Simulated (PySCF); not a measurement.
Job file and geometry (Å, from PBE0-D3(BJ)/def2-SVP) of a spin–spin coupling run on `[H]/N=C\C[NH2+][BH3-]`, C₂H₉BN₂, PySCF, B3LYP/pcJ-1 indirect spin-spin coupling, non-relativistic, gas phase; density fitting, a coarse starting grid and PySCF grid level 2 are the driver's defaults:

```
$ OMP_NUM_THREADS=1 python probes_run.py task.json out

{"job": {"kind": "j", "xc": "B3LYP", "basis": "pcJ-1"}, "charge": 0, "multiplicity": 1}
B     -1.992107     0.125802     0.680508
N     -0.546087     0.741912     1.113252
C      0.601519    -0.006551     0.597009
C      1.939782     0.565345     0.992626
N      3.078039     0.105476     0.694745
H     -2.827486     0.865374     1.183838
H     -1.999830     0.147232    -0.545316
H     -2.011407    -1.010891     1.139428
H     -0.507804     1.711607     0.792563
H     -0.511672     0.781736     2.133927
H      0.499424    -1.045567     0.948139
H      0.500450    -0.043374    -0.499315
H      1.910634     1.486818     1.606913
H      2.993754    -0.746370     0.125681
```

Question: Write the output of this run.

Answer: 
```
coarse grid: 10968 points
cycle   1  E = -215.8639036845  dE =  3.166e-01  |g| = 5.233e-01  |ddm| = 2.755e+00
cycle   2  E = -215.7828928587  dE =  8.101e-02  |g| = 8.152e-01  |ddm| = 1.410e+00
cycle   3  E = -215.9337465270  dE = -1.509e-01  |g| = 1.804e-01  |ddm| = 8.402e-01
cycle   4  E = -215.9412848218  dE = -7.538e-03  |g| = 3.801e-02  |ddm| = 1.569e-01
cycle   5  E = -215.9416662846  dE = -3.815e-04  |g| = 4.553e-03  |ddm| = 3.921e-02
cycle   6  E = -215.9416703542  dE = -4.070e-06  |g| = 2.529e-03  |ddm| = 6.223e-03
final grid: 103960 points
cycle   7  E = -215.9765974320  dE = -8.667e-05  |g| = 7.857e-03  |ddm| = 2.176e-02
cycle   8  E = -215.9765875634  dE =  9.869e-06  |g| = 1.054e-02  |ddm| = 1.243e-02
cycle   9  E = -215.9766105099  dE = -2.295e-05  |g| = 7.855e-04  |ddm| = 6.783e-03
cycle  10  E = -215.9766106015  dE = -9.163e-08  |g| = 4.522e-04  |ddm| = 8.657e-04
cycle  11  E = -215.9766106451  dE = -4.359e-08  |g| = 8.860e-05  |ddm| = 3.386e-04
cycle  12  E = -215.9766106465  dE = -1.390e-09  |g| = 4.378e-05  |ddm| = 9.351e-05
cycle  13  E = -215.9766106469  dE = -3.824e-10  |g| = 6.436e-06  |ddm| = 3.086e-05
converged SCF energy = -215.9766106469

Indirect spin-spin couplings (Hz)
  i      j    bonds     total        FC       PSO       DSO        SD
  0 B    1 N    1     -2.816    -2.236    -0.029    -0.077    -0.473
  0 B    2 C    2     -0.029     0.122    -0.124    -0.020    -0.007
  0 B    3 C    3      2.254     2.209     0.082    -0.075     0.037
  0 B    5 H    1    111.211   110.956    -0.462     0.590     0.128
  0 B    6 H    1    110.943   110.686    -0.484     0.627     0.113
  0 B    7 H    1    110.902   110.645    -0.483     0.627     0.113
  0 B    8 H    2     -3.064    -3.075     0.329    -0.398     0.080
  0 B    9 H    2     -3.045    -3.057     0.332    -0.400     0.081
  0 B   10 H    3      1.098     1.138    -0.042     0.016    -0.014
  0 B   11 H    3      1.116     1.156    -0.043     0.018    -0.014
  1 N    2 C    1     -6.674    -5.635    -0.074    -0.085    -0.880
  1 N    3 C    2      0.741     0.651     0.108    -0.005    -0.013
  1 N    4 N    3     -0.309    -0.344     0.016    -0.015     0.033
  1 N    5 H    2     -3.872    -3.863    -0.002    -0.005    -0.002
  1 N    6 H    2     -1.344    -1.310    -0.000    -0.012    -0.022
  1 N    7 H    2     -1.340    -1.306     0.000    -0.012    -0.021
  1 N    8 H    1    -72.127   -69.754    -2.038    -0.307    -0.028
  1 N    9 H    1    -72.167   -69.795    -2.036    -0.307    -0.028
  1 N   10 H    2     -0.599    -0.511    -0.149     0.052     0.009
  1 N   11 H    2     -0.570    -0.482    -0.148     0.051     0.009
  1 N   12 H    3     -1.768    -1.791     0.006    -0.039     0.057
  2 C    3 C    1     38.528    39.788    -1.495     0.234         -
  2 C    4 N    2      4.565     3.924     0.640     0.028    -0.027
  2 C    5 H    3     13.238    13.263     0.317    -0.342         -
  2 C    6 H    3      4.313     4.311    -0.041     0.043         -
  2 C    7 H    3      4.149     4.148    -0.038     0.040         -
  2 C    8 H    2     -2.811    -2.892     0.417    -0.336         -
  2 C    9 H    2     -2.791    -2.869     0.415    -0.337         -
  2 C   10 H    1    147.355   146.159     0.289     0.907         -
  2 C   11 H    1    147.292   146.094     0.291     0.906         -
  2 C   12 H    2     14.930    15.053     0.085    -0.208         -
  2 C   13 H    3     12.764    12.887    -0.242     0.119         -
  3 C    4 N    1     -3.573   -10.161     8.872    -0.040    -2.244
  3 C    5 H    4      1.757     1.757     0.196    -0.196         -
  3 C    6 H    4     -0.249    -0.247     0.156    -0.158         -
  3 C    7 H    4     -0.255    -0.254     0.158    -0.159         -
  3 C    8 H    3      1.862     1.965    -0.172     0.070         -
  3 C    9 H    3      1.800     1.901    -0.168     0.068         -
  3 C   10 H    2     -4.184    -4.120     0.035    -0.099         -
  3 C   11 H    2     -4.279    -4.225     0.043    -0.096         -
  3 C   12 H    1    176.767   176.231    -0.364     0.900         -
  3 C   13 H    2    -10.495    -7.064    -2.777    -0.654         -
  4 N    8 H    4      0.153     0.015    -0.035     0.128     0.044
  4 N    9 H    4      0.150     0.014    -0.035     0.127     0.044
  4 N   10 H    3     -1.804    -1.928     0.032     0.090     0.002
  4 N   11 H    3     -1.855    -1.968     0.023     0.092    -0.003
  4 N   12 H    2    -14.053   -15.512     1.326     0.227    -0.093
  4 N   13 H    1    -46.668   -45.471    -1.025    -0.198     0.026
  5 H    6 H    2     -9.306    -9.251     1.346    -1.402         -
  5 H    7 H    2     -9.345    -9.289     1.345    -1.401         -
  5 H    8 H    3      1.872     1.983     0.065    -0.177         -
  5 H    9 H    3      1.803     1.916     0.082    -0.195         -
  5 H   10 H    4     -0.273    -0.190     1.052    -1.135         -
  5 H   11 H    4     -0.261    -0.178     1.046    -1.129         -
  5 H   13 H    6      0.210     0.264     0.693    -0.747         -
  6 H    7 H    2     -9.114    -9.074     1.272    -1.312         -
  6 H    8 H    3      2.079     2.206     0.189    -0.316         -
  6 H    9 H    3      9.866     9.978     2.541    -2.653         -
  6 H   10 H    4     -0.197    -0.122     0.277    -0.352         -
  6 H   11 H    4     -0.637    -0.700    -1.335     1.398         -
  6 H   12 H    5      0.197     0.240     0.809    -0.852         -
  7 H    8 H    3      9.872     9.984     2.539    -2.651         -
  7 H    9 H    3      2.139     2.266     0.178    -0.305         -
  7 H   10 H    4     -0.610    -0.670    -1.317     1.377         -
  7 H   11 H    4     -0.198    -0.123     0.285    -0.360         -
  7 H   12 H    5      0.205     0.248     0.820    -0.863         -
  8 H    9 H    2    -13.291   -13.519     4.085    -3.857         -
  8 H   10 H    3     16.624    16.692     3.553    -3.621         -
  8 H   11 H    3      3.654     3.789     0.523    -0.657         -
  9 H   10 H    3      3.688     3.823     0.521    -0.656         -
  9 H   11 H    3     16.668    16.735     3.554    -3.622         -
 10 H   11 H    2    -22.773   -22.863     1.952    -1.862         -
 10 H   12 H    3      3.530     3.624     2.089    -2.183         -
 10 H   13 H    4     -2.945    -2.846    -0.910     0.811         -
 11 H   12 H    3      3.275     3.367     2.042    -2.134         -
 11 H   13 H    4     -3.017    -2.916    -0.838     0.737         -
 12 H   13 H    3     28.501    29.239     3.407    -4.146         -
```

Size and cost of the density-fitted run: 225 basis functions, 25 s wall time on 1 thread of an Arm Neoverse V2, shared host; peak memory 0.9 GiB.
